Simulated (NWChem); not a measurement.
Molecule: C₄H₇O₂, doublet; SMILES O1CCOC[CH]1

```xyz
13

C      1.2884     0.5196    -0.1495
C      1.0535    -0.9329     0.1009
O     -0.2339    -1.3431    -0.2921
C     -1.2091    -0.5050     0.2657
C     -1.0038     0.9212    -0.1996
O      0.2888     1.3866     0.1441
H      2.2806     0.9519     0.0076
H      1.1934    -1.1675     1.1860
H      1.7858    -1.5396    -0.4533
H     -2.1944    -0.8751    -0.0560
H     -1.1716    -0.5452     1.3750
H     -1.1268     0.9682    -1.2971
H     -1.7257     1.6060     0.2687
```
Atoms are numbered in this order, from 1.

Level: PBE0/def2-SVP, spin-unrestricted (NWChem), optimised geometry, unscaled harmonic frequencies. 

| frequency (cm⁻¹) | IR intensity (km/mol) |
|---|---|
| 222 | 2.5 |
| 251 | 13.9 |
| 393 | 2.1 |
| 453 | 0.7 |
| 501 | 13.1 |
| 555 | 6.8 |
| 760 | 18.3 |
| 886 | 3.8 |
| 914 | 32.6 |
| 935 | 36.4 |
| 981 | 28.3 |
| 1071 | 4.7 |
| 1085 | 8.9 |
| 1130 | 0.7 |
| 1209 | 55.5 |
| 1236 | 11.8 |
| 1282 | 14.7 |
| 1308 | 125.7 |
| 1319 | 20.5 |
| 1345 | 2.1 |
| 1391 | 31.6 |
| 1413 | 28.3 |
| 1440 | 7.7 |
| 1450 | 1.7 |
| 1470 | 5.7 |
| 1476 | 21.8 |
| 2885 | 83.2 |
| 2993 | 52.0 |
| 3048 | 44.9 |
| 3123 | 18.9 |
| 3133 | 22.7 |
| 3146 | 20.6 |
| 3215 | 17.5 |

```json
{
 "zero_point_energy": "68.6 kcal/mol",
 "thermal correction to the enthalpy at 298.15 K (with zero-point energy)": "72.5 kcal/mol",
 "heat capacity Cv": "19.7 cal/(mol K)",
 "entropy at 298.15 K and 1 atm (symmetry number 1, electronic part: spin degeneracy alone)": "74.4 cal/(mol K)",
 "dipole_moment": "0.85 D"
}
```

Rigid rotor and harmonic oscillator.
